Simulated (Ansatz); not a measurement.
Reaction (formal exchange of groups at a C–As bond): `O=C([SiH3])[AsH2]` + CH₄ → `CC(=O)[SiH3]` + `[AsH3]`

Gas-phase electronic energies from Ansatz, PBE0-D4/def2-TZVP geometries. CBS: MP2 limit from def2 TZ/QZ plus the TZ coupled-cluster correction, frozen cores. This one scheme is used for every species. Functionals use def2-TZVPP. B3LYP here is the variant with VWN-RPA as its local correlation; programs differ in this. For As outer-core shells are correlated without core-valence functions, which leaves a few kJ/mol of doubt a bond. Scalar relativity is left out up to krypton.

`O=C([SiH3])[AsH2]`:

```xyz
9

O    -1.270    0.067    1.594
C    -0.680    0.086    0.551
Si    0.639   -1.241    0.069
As   -1.096    1.521   -0.821
H     0.477   -1.540   -1.378
H     1.971   -0.626    0.294
H     0.468   -2.459    0.896
H    -0.834    2.643    0.167
H     0.324    1.549   -1.373
```

CH₄:

```xyz
5

C     0.000    0.000    0.000
H     0.220   -1.037    0.253
H     0.735    0.652    0.471
H    -0.997    0.258    0.357
H     0.042    0.126   -1.081
```

`CC(=O)[SiH3]`:

```xyz
10

C    -0.995    0.782    0.804
C    -0.388   -0.503    0.323
O    -0.800   -1.584    0.674
Si    1.112   -0.494   -0.904
H    -1.342    1.369   -0.052
H    -1.823    0.585    1.486
H    -0.230    1.387    1.303
H     2.239   -1.192   -0.237
H     1.528    0.886   -1.275
H     0.699   -1.236   -2.121
```

`[AsH3]`:

Z-matrix (Å, degrees):
```
As
H 1 1.522
H 1 1.522 2 92.0
H 1 1.522 2 92.0 3 -92.1
```

(1) Is it downhill or uphill in electronic energy at CCSD(T)/CBS, and by how much? (Estimate.)

(2) What do these levels give: PBE-D4, B3LYP-D4, B2PLYP, PBE, r2SCAN, B3LYP, MP2/def2-TZVPP, SCS-MP2/def2-TZVPP, CCSD/def2-TZVPP, MP2/def2-QZVPP, SCS-MP2/def2-QZVPP, MP2/CBS(def2)? (An estimate is asked.)

Largest T1 diagnostic among the species: 0.015.

Answers

(1) Ansatz gave: Uphill: ΔE = +5.5 kJ/mol.

(2) Computed: PBE-D4 12.8, B3LYP-D4 10.3, B2PLYP 7.1, PBE 10.3, r2SCAN 9.9, B3LYP 5.8, MP2/def2-TZVPP 9.6, SCS-MP2/def2-TZVPP 6.7, CCSD/def2-TZVPP 1.2, MP2/def2-QZVPP 9.4, SCS-MP2/def2-QZVPP 6.3, MP2/CBS(def2) 9.6 kJ/mol.

In def2-TZVPP, CCSD(T) changes the Hartree–Fock value by +17.1 kJ/mol (the triples alone add +4.4 kJ/mol) and MP2 by +21.2 kJ/mol. From PBE to PBE0 (25 % exact exchange), in def2-TZVPP and without D4, ΔE moves by −7.6 kJ/mol. The D4 term adds +4.4 kJ/mol with B3LYP and +2.3 kJ/mol with PBE0; it sums over pairs of atoms, weighted by their polarisabilities, and B3LYP, whose exchange is more repulsive, gets the larger term.
